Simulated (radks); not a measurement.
The numbers below are computed, except where a source is named.
Ionisation of neutral neodymium, [Xe] 4f4 6s2, to Nd+, [Xe] 4f4 6s1, under several functionals. Dirac Kohn-Sham, spin-unpolarised, spherical densities, finite nucleus; open shells fill j = l - 1/2 first; a radial shooting solver on a logarithmic mesh with Libxc functionals. Known Delta-SCF values: PBE 5.793 eV; HCTH/407 5.741 eV; exchange-only LDA 5.156 eV. What does BLYP give, and what is its highest occupied eigenvalue?

Answer. 5.725 eV by Delta-SCF; the 4f5/2 eigenvalue is -1.613 eV. NIST: 5.525 eV (measured).

Beside tabulated values, note that spin-unpolarised runs miss the spin-polarisation part of the exchange energy of open shells.
